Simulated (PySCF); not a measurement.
Run record: excited-state job, `N[CH2][GeH]1[CH2]C=C[CH2]1`.

Method: TDDFT wB97X-D/def2-SVPD, vertical, gas phase, core orbitals frozen in the response (PySCF 2.14.0, density-fitted response routines). Geometry: GFN2-xTB. A driver script takes a list of jobs; this job's settings line and coordinates (Å) are shown.

Command:
```bash
OMP_NUM_THREADS=1 python probes_run.py task.json out
```

Input:
```
{"job": {"kind": "uv", "xc": "wB97X-D", "basis": "def2-SVPD", "nstates": 8, "ntriplets": 3}, "charge": 0, "multiplicity": 1}
N      1.891200    -0.193431    -1.358939
C      2.109012    -0.326411     0.071247
Ge     0.308550    -0.265503     0.947369
C     -1.047181    -1.353777    -0.014193
C     -2.013231    -0.332089    -0.530176
C     -1.853774     0.951211    -0.254406
C     -0.704416     1.415648     0.589310
H      1.506491     0.723525    -1.563574
H      2.764263    -0.277280    -1.870284
H      2.784337     0.430358     0.495044
H      2.559089    -1.302120     0.260570
H      0.434560    -0.564335     2.435560
H     -0.606935    -1.905524    -0.845071
H     -1.561369    -2.076642     0.619755
H     -2.837278    -0.682921    -1.136753
H     -2.540341     1.701080    -0.623848
H     -1.075507     1.892121     1.498000
H     -0.126230     2.172407     0.055404
```

Question: What does the run print?

Answer: 
```
coarse grid: 65632 points
cycle   1  E = -2328.3826440398  dE =  2.603e-01  |g| = 5.052e-01  |ddm| = 6.922e+00
cycle   2  E = -2328.4007459478  dE = -1.810e-02  |g| = 4.662e-01  |ddm| = 1.688e+00
cycle   3  E = -2328.4352887186  dE = -3.454e-02  |g| = 3.609e-02  |ddm| = 7.180e-01
cycle   4  E = -2328.4356318934  dE = -3.432e-04  |g| = 1.415e-02  |ddm| = 1.377e-01
cycle   5  E = -2328.4356830803  dE = -5.119e-05  |g| = 5.268e-03  |ddm| = 5.284e-02
cycle   6  E = -2328.4356904061  dE = -7.326e-06  |g| = 1.154e-03  |ddm| = 2.394e-02
final grid: 139168 points
cycle   7  E = -2328.4351430454  dE = -1.834e-06  |g| = 1.082e-03  |ddm| = 1.745e-02
cycle   8  E = -2328.4351430860  dE = -4.067e-08  |g| = 1.118e-03  |ddm| = 6.212e-03
cycle   9  E = -2328.4351433559  dE = -2.699e-07  |g| = 1.042e-04  |ddm| = 1.772e-03
cycle  10  E = -2328.4351433609  dE = -4.971e-09  |g| = 6.213e-05  |ddm| = 9.248e-04
cycle  11  E = -2328.4351433624  dE = -1.479e-09  |g| = 1.496e-05  |ddm| = 5.194e-04
cycle  12  E = -2328.4351433625  dE = -1.137e-10  |g| = 5.290e-06  |ddm| = 1.526e-04
converged SCF energy = -2328.4351433625

Static polarisability (au): isotropic 94.071, principal 85.172 94.663 102.377

Singlet excitations
state   eV       nm        f      main configurations
  1   6.3395    195.6   0.00600   H->L 0.46, H-1->L 0.20, H->L+4 0.17
  2   6.9226    179.1   0.00901   H-1->L 0.34, H->L 0.17, H-1->L+2 0.17
  3   7.2126    171.9   0.13128   H-1->L+1 0.36, H->L+1 0.25, H->L+3 0.11
  4   7.3232    169.3   0.00866   H-2->L+1 0.69, H-2->L+2 0.12
  5   7.3468    168.8   0.05224   H->L+2 0.43, H-1->L+2 0.21, H->L+1 0.11
  6   7.4095    167.3   0.00923   H->L+3 0.60, H->L+1 0.10
  7   7.6929    161.2   0.00348   H-1->L+3 0.71
  8   7.7593    159.8   0.00109   H->L+1 0.29, H-1->L+1 0.27, H-1->L+2 0.10

Triplet excitations (Tamm-Dancoff, eV): 4.6015 6.1526 6.9249
```

The SCF starts on a coarse grid where the log names one; the energy can jump when the final grid takes over, and dE then counts from the start density on the new grid. H and L stand for HOMO and LUMO; the number after each pair is its weight.

Question: How does the lowest singlet excitation compare with the HOMO–LUMO gap?

Answer: HOMO -8.65 eV and LUMO 2.17 eV give a gap of 10.82 eV; S1 at 6.34 eV lies 4.48 eV below it.

Summary of the converged run: HOMO -8.65 eV, LUMO 2.17 eV; lowest singlet 6.34 eV; lowest triplet 4.60 eV (Tamm–Dancoff); mean polarisability 94.1 au.

 The wB97X-D/def2-SVPD calculation is non-relativistic and has no spin–orbit coupling, an omission that weighs most on germanium.

The run took 2.3 min wall on an Arm Neoverse N1 with one thread, shared host with 64 logical CPUs at a one-minute load of 61, and the process peaked at 1.1 GiB of memory.

One conformer stands for the species.
Labels such as C1 count atoms from 1, the log's own numbers from 0.

Note: wB97X-D ran without an empirical dispersion term, which enters the total energy and its gradient alone.
